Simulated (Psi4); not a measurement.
ClI, charge -1, doublet, geometry from GFN2-xTB (a state made from the parent by changing its charge; the spin is typed, not shown lowest) (all electrons, no relativity) (a gas-phase anion, which may not be bound at this level); B97M-V/6-311G** in Psi4 1.11.

Here is a job for Psi4.
```
memory 2 GB

molecule mol {
-1 2
Cl   -0.000000   -0.000000   -2.279688
I     0.000000    0.000000    0.731221
}

set {
  basis 6-311g**
  reference uks
  scf_type pk
  puream true
  d_convergence 1e-8
  dft_radial_points 99
  dft_spherical_points 590
}

energy('b97m-v')
print_variables()
```

What the program printed (banner, timings and long lists left out):

```
Traceback (most recent call last):
  File "psi4", line 375, in <module>
  File "<string>", line 28, in <module>
  File "site-packages/psi4/driver/driver.py", line 533, in energy
  File "site-packages/psi4/driver/procrouting/proc.py", line 2760, in run_scf
  File "site-packages/psi4/driver/procrouting/proc.py", line 1934, in scf_helper
  File "site-packages/psi4/driver/p4util/python_helpers.py", line 229, in _core_wavefunction_build
  File "site-packages/psi4/driver/p4util/python_helpers.py", line 169, in _pybuild_basis
  File "site-packages/psi4/driver/qcdb/libmintsbasisset.py", line 722, in pyconstruct
  File "site-packages/psi4/driver/qcdb/libmintsbasisset.py", line 976, in construct

psi4.driver.qcdb.exceptions.BasisSetNotFound: BasisSet::construct: Unable to find a basis set for atom 2 for key BASIS among:
  Shell Entries: ['I']
  Basis Sets: [('6-311G**', '6-311G**', None)]
  File Path: tmp1y_o2n63, tmp1y_o2n63, basis
  Input Blocks:

Printing out the relevant lines from the Psithon --> Python processed input file:
    core.set_global_option("SCF_TYPE", "pk")
    core.set_global_option("PUREAM", "true")
    core.set_global_option("D_CONVERGENCE", 1e-8)
    core.set_global_option("DFT_RADIAL_POINTS", 99)
    core.set_global_option("DFT_SPHERICAL_POINTS", 590)
--> energy('b97m-v')
    print_variables()

!----------------------------------------------------------------------------------!
!                                                                                  !
!  BasisSet::construct: Unable to find a basis set for atom 2 for key BASIS among: !
!   Shell Entries: ['I']                                                           !
!   Basis Sets: [('6-311G**', '6-311G**', None)]                                   !
!   File Path: tmp1y_o2n63,       !
!     tmp1y_o2n63,                !
!     basis                                          !
!   Input Blocks:                                                                  !
!                                                                                  !
!----------------------------------------------------------------------------------!

QcdbException BasisSetNotFound: BasisSet::construct: Unable to find a basis set for atom 2 for key BASIS among:
  Shell Entries: ['I']
  Basis Sets: [('6-311G**', '6-311G**', None)]
  File Path: tmp1y_o2n63, tmp1y_o2n63, basis
  Input Blocks:
```

The program refused the input.
